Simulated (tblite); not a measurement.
A geometry optimisation, step by step.

Glutaryl dichloride, C₅H₆Cl₂O₂.
Numbering: `[O:1]=[C:2]([Cl:3])[CH2:4][CH2:5][CH2:6][C:7](=[O:8])[Cl:9]` (hydrogens: H10, H11 on C4; H12, H13 on C5; H14, H15 on C6)

Computed with GFN2-xTB (tblite), gas phase: L-BFGS steps from a force-field or distance-geometry start until the largest atomic force falls under 0.01 eV/Å. 11 of its 53 geometries are shown.

Step 0: E = -843.2812 eV, largest atomic force 4.078 eV/Å
```
atom  x, y, z in Å  |  force x, y, z in eV/Å
O1      2.991   -0.279    0.683   -1.466   2.454  -2.908
C2      2.390    0.397   -0.172    0.740  -2.481   2.685
Cl3     3.151    1.516   -1.256    0.197  -0.154   0.221
C4      0.896    0.301   -0.402    0.187  -0.279   0.508
C5      0.206   -0.573    0.674    0.186   0.064  -0.290
C6     -1.303   -0.714    0.431    0.062   0.313   0.191
C7     -2.087    0.544    0.766    2.473   1.909   0.765
O8     -1.548    1.583    1.156   -2.129  -2.594  -1.054
Cl9    -3.790    0.304    0.530    0.060   0.388   0.129
H10     0.477    1.305   -0.382   -0.047   0.049  -0.081
H11     0.732   -0.142   -1.389    0.025   0.148   0.013
H12     0.396   -0.163    1.667   -0.068   0.130  -0.115
H13     0.649   -1.572    0.661    0.015   0.081  -0.086
H14    -1.490   -0.990   -0.611   -0.108   0.000   0.144
H15    -1.674   -1.510    1.081   -0.129  -0.028  -0.124
```

Step 5: E = -843.6036 eV, largest atomic force 0.332 eV/Å
```
atom  x, y, z in Å  |  force x, y, z in eV/Å
O1      2.999   -0.239    0.645    0.200  -0.152   0.217
C2      2.360    0.360   -0.145   -0.097   0.198  -0.216
Cl3     3.158    1.506   -1.244   -0.044  -0.038   0.010
C4      0.889    0.292   -0.387    0.030  -0.007   0.012
C5      0.212   -0.577    0.671    0.021  -0.065   0.026
C6     -1.287   -0.715    0.437   -0.022  -0.041   0.019
C7     -2.030    0.533    0.763   -0.036   0.274   0.090
O8     -1.601    1.570    1.146   -0.096  -0.153  -0.088
Cl9    -3.783    0.326    0.536    0.083   0.024  -0.004
H10     0.480    1.302   -0.386   -0.019   0.023   0.014
H11     0.737   -0.129   -1.384   -0.016   0.037  -0.044
H12     0.392   -0.153    1.659   -0.004   0.050   0.002
H13     0.654   -1.571    0.655    0.106  -0.065  -0.016
H14    -1.499   -0.988   -0.599   -0.036  -0.025  -0.011
H15    -1.685   -1.508    1.071   -0.069  -0.058  -0.010
```

Step 10: E = -843.6083 eV, largest atomic force 0.043 eV/Å
```
atom  x, y, z in Å  |  force x, y, z in eV/Å
O1      3.007   -0.237    0.647    0.012   0.001   0.020
C2      2.363    0.362   -0.145   -0.020  -0.002  -0.012
Cl3     3.154    1.502   -1.245    0.001   0.015  -0.032
C4      0.891    0.290   -0.385   -0.019  -0.014   0.011
C5      0.215   -0.585    0.671   -0.007   0.004  -0.006
C6     -1.290   -0.719    0.441    0.024  -0.014   0.003
C7     -2.032    0.538    0.765    0.021  -0.001   0.000
O8     -1.606    1.576    1.141    0.026  -0.020  -0.023
Cl9    -3.777    0.331    0.534   -0.027   0.001  -0.015
H10     0.478    1.301   -0.382    0.008  -0.013   0.040
H11     0.735   -0.120   -1.387    0.007   0.017   0.003
H12     0.392   -0.149    1.656    0.004  -0.031  -0.014
H13     0.670   -1.577    0.654   -0.011   0.035   0.016
H14    -1.505   -0.991   -0.596   -0.011   0.008   0.016
H15    -1.697   -1.516    1.068   -0.007   0.014  -0.005
```

Step 16: E = -843.6097 eV, largest atomic force 0.047 eV/Å
```
atom  x, y, z in Å  |  force x, y, z in eV/Å
O1      3.011   -0.228    0.649   -0.013   0.020  -0.022
C2      2.363    0.363   -0.147    0.013  -0.011   0.044
Cl3     3.146    1.500   -1.257   -0.005  -0.005  -0.021
C4      0.889    0.289   -0.382    0.013   0.019   0.008
C5      0.214   -0.589    0.672    0.008  -0.010  -0.001
C6     -1.291   -0.723    0.442   -0.015   0.002  -0.007
C7     -2.029    0.535    0.761    0.016   0.005  -0.009
O8     -1.596    1.573    1.128    0.001   0.035   0.002
Cl9    -3.777    0.336    0.528    0.005   0.008  -0.002
H10     0.480    1.300   -0.359   -0.006   0.009  -0.004
H11     0.735   -0.109   -1.389   -0.030   0.013   0.022
H12     0.393   -0.156    1.657   -0.013   0.004   0.010
H13     0.673   -1.577    0.659   -0.011  -0.043  -0.016
H14    -1.512   -0.990   -0.593    0.023  -0.027  -0.018
H15    -1.704   -1.516    1.069    0.015  -0.018   0.013
```

Step 21: E = -843.6119 eV, largest atomic force 0.069 eV/Å
```
atom  x, y, z in Å  |  force x, y, z in eV/Å
O1      3.020   -0.204    0.652    0.025  -0.012   0.036
C2      2.361    0.369   -0.145   -0.007   0.016  -0.048
Cl3     3.127    1.488   -1.291   -0.003  -0.020   0.010
C4      0.887    0.293   -0.365   -0.014  -0.011   0.014
C5      0.215   -0.604    0.677   -0.012   0.014  -0.002
C6     -1.291   -0.733    0.441    0.027   0.017   0.013
C7     -2.017    0.538    0.746   -0.022   0.009   0.002
O8     -1.576    1.578    1.100   -0.002  -0.029  -0.013
Cl9    -3.766    0.352    0.513    0.006   0.006  -0.001
H10     0.480    1.306   -0.313   -0.012  -0.014  -0.004
H11     0.717   -0.078   -1.379   -0.016   0.003   0.014
H12     0.389   -0.174    1.665   -0.005  -0.054  -0.004
H13     0.667   -1.598    0.657    0.009   0.061  -0.031
H14    -1.511   -1.005   -0.596    0.032  -0.021   0.048
H15    -1.706   -1.520    1.076   -0.004   0.035  -0.035
```

Step 26: E = -843.6137 eV, largest atomic force 0.040 eV/Å
```
atom  x, y, z in Å  |  force x, y, z in eV/Å
O1      3.027   -0.185    0.656   -0.021  -0.005  -0.004
C2      2.360    0.373   -0.146   -0.011  -0.001   0.023
Cl3     3.114    1.472   -1.315    0.021   0.003  -0.020
C4      0.884    0.298   -0.351   -0.013   0.012   0.000
C5      0.215   -0.611    0.680    0.009  -0.007   0.012
C6     -1.289   -0.735    0.442   -0.003  -0.022  -0.003
C7     -2.012    0.539    0.733    0.022   0.007  -0.005
O8     -1.562    1.579    1.078   -0.011   0.018   0.005
Cl9    -3.759    0.365    0.502   -0.028  -0.007  -0.008
H10     0.477    1.308   -0.281    0.006   0.021  -0.002
H11     0.699   -0.056   -1.368    0.001  -0.010   0.001
H12     0.386   -0.200    1.676    0.028  -0.004   0.020
H13     0.667   -1.601    0.645    0.020  -0.007  -0.022
H14    -1.502   -1.023   -0.590   -0.002   0.007  -0.030
H15    -1.710   -1.516    1.077   -0.019  -0.005   0.035
```

Step 31: E = -843.6146 eV, largest atomic force 0.024 eV/Å
```
atom  x, y, z in Å  |  force x, y, z in eV/Å
O1      3.025   -0.179    0.659   -0.015   0.005  -0.007
C2      2.357    0.376   -0.145    0.006  -0.002   0.003
Cl3     3.113    1.464   -1.326   -0.003  -0.018   0.010
C4      0.880    0.302   -0.345    0.010   0.012  -0.003
C5      0.216   -0.614    0.684    0.005   0.001  -0.012
C6     -1.288   -0.738    0.443   -0.004   0.015   0.010
C7     -2.009    0.541    0.727   -0.015  -0.010   0.004
O8     -1.560    1.581    1.069   -0.006  -0.002  -0.007
Cl9    -3.759    0.368    0.496    0.020  -0.010  -0.009
H10     0.476    1.314   -0.270   -0.004   0.004   0.000
H11     0.692   -0.050   -1.362    0.001   0.011   0.005
H12     0.392   -0.215    1.684    0.008  -0.004  -0.012
H13     0.673   -1.602    0.633   -0.004  -0.012   0.000
H14    -1.496   -1.029   -0.590   -0.007   0.006   0.021
H15    -1.716   -1.512    1.083    0.007   0.004  -0.002
```

Step 36: E = -843.6150 eV, largest atomic force 0.039 eV/Å
```
atom  x, y, z in Å  |  force x, y, z in eV/Å
O1      3.022   -0.174    0.662    0.019  -0.016   0.030
C2      2.355    0.378   -0.144   -0.008   0.005  -0.015
Cl3     3.112    1.453   -1.335    0.015   0.007  -0.008
C4      0.878    0.308   -0.340   -0.015  -0.019   0.003
C5      0.219   -0.617    0.683   -0.012   0.000   0.010
C6     -1.287   -0.739    0.447    0.009  -0.011  -0.001
C7     -2.008    0.541    0.724    0.012   0.017   0.001
O8     -1.560    1.584    1.059   -0.007   0.006   0.006
Cl9    -3.755    0.366    0.486   -0.018  -0.009  -0.005
H10     0.474    1.320   -0.257    0.002  -0.008   0.007
H11     0.686   -0.038   -1.358   -0.002   0.012  -0.021
H12     0.400   -0.226    1.685    0.004   0.001   0.001
H13     0.674   -1.607    0.624   -0.011   0.022  -0.013
H14    -1.498   -1.032   -0.584   -0.004  -0.006  -0.003
H15    -1.716   -1.510    1.089    0.016  -0.001   0.010
```

Step 42: E = -843.6155 eV, largest atomic force 0.022 eV/Å
```
atom  x, y, z in Å  |  force x, y, z in eV/Å
O1      3.017   -0.173    0.668   -0.005   0.012  -0.013
C2      2.354    0.377   -0.144    0.009  -0.008   0.010
Cl3     3.119    1.443   -1.339   -0.002  -0.010   0.008
C4      0.877    0.310   -0.340    0.011   0.015  -0.012
C5      0.219   -0.617    0.681    0.015   0.004  -0.013
C6     -1.286   -0.737    0.451   -0.001   0.001  -0.003
C7     -2.009    0.542    0.723   -0.003  -0.008   0.003
O8     -1.566    1.588    1.056   -0.003  -0.001   0.004
Cl9    -3.755    0.359    0.477   -0.012   0.005   0.001
H10     0.474    1.322   -0.250    0.006   0.011   0.006
H11     0.682   -0.026   -1.361   -0.002  -0.002   0.000
H12     0.409   -0.233    1.684   -0.007   0.003  -0.002
H13     0.672   -1.606    0.611    0.002  -0.014   0.005
H14    -1.501   -1.034   -0.578   -0.003  -0.012  -0.002
H15    -1.710   -1.508    1.099   -0.006   0.004   0.008
```

Step 47: E = -843.6157 eV, largest atomic force 0.012 eV/Å
```
atom  x, y, z in Å  |  force x, y, z in eV/Å
O1      3.016   -0.169    0.672    0.004  -0.005   0.003
C2      2.355    0.377   -0.144   -0.002   0.002   0.000
Cl3     3.123    1.435   -1.343    0.005   0.000  -0.006
C4      0.878    0.314   -0.341   -0.003  -0.001   0.007
C5      0.221   -0.618    0.678   -0.010   0.002   0.004
C6     -1.286   -0.738    0.453   -0.005  -0.001  -0.002
C7     -2.011    0.542    0.721   -0.001   0.000  -0.005
O8     -1.571    1.589    1.054    0.005  -0.005   0.004
Cl9    -3.758    0.358    0.471    0.010  -0.005   0.002
H10     0.479    1.326   -0.239    0.004   0.005  -0.007
H11     0.678   -0.015   -1.363    0.003   0.006   0.001
H12     0.411   -0.238    1.682    0.002   0.001   0.001
H13     0.671   -1.609    0.604   -0.001   0.009  -0.001
H14    -1.504   -1.042   -0.574   -0.008  -0.009   0.002
H15    -1.707   -1.503    1.108   -0.002  -0.001  -0.004
```

Step 52: E = -843.6158 eV, largest atomic force 0.009 eV/Å
```
atom  x, y, z in Å  |  force x, y, z in eV/Å
O1      3.016   -0.169    0.673   -0.003  -0.003   0.000
C2      2.356    0.377   -0.143    0.000   0.000  -0.003
Cl3     3.126    1.431   -1.345   -0.002  -0.004   0.000
C4      0.878    0.316   -0.340    0.001   0.002   0.000
C5      0.220   -0.617    0.676    0.003   0.002   0.000
C6     -1.287   -0.738    0.452    0.003  -0.003   0.001
C7     -2.012    0.541    0.719    0.003  -0.002   0.003
O8     -1.571    1.587    1.056    0.001  -0.001  -0.001
Cl9    -3.758    0.357    0.470   -0.004   0.001  -0.002
H10     0.482    1.329   -0.238   -0.001   0.000   0.000
H11     0.678   -0.010   -1.363    0.002   0.002   0.001
H12     0.412   -0.238    1.681   -0.008   0.003   0.001
H13     0.671   -1.607    0.602    0.002   0.002  -0.002
H14    -1.507   -1.048   -0.572    0.001   0.003  -0.001
H15    -1.707   -1.502    1.111    0.001  -0.003   0.002
```

Question: Summarise the path.

Answer: The energy falls by 7.72 kcal/mol from step 0 to step 52; nine tenths of that is first reached at step 3. It falls at every step. The largest force goes from 4.078 to 0.009 eV/Å. Among the bonds O1=C2 changes most, from 1.244 to 1.183 Å; the atoms move by 0.092 Å rms after alignment.

Run on one thread of an x86-64 server, no GPU, shared host.
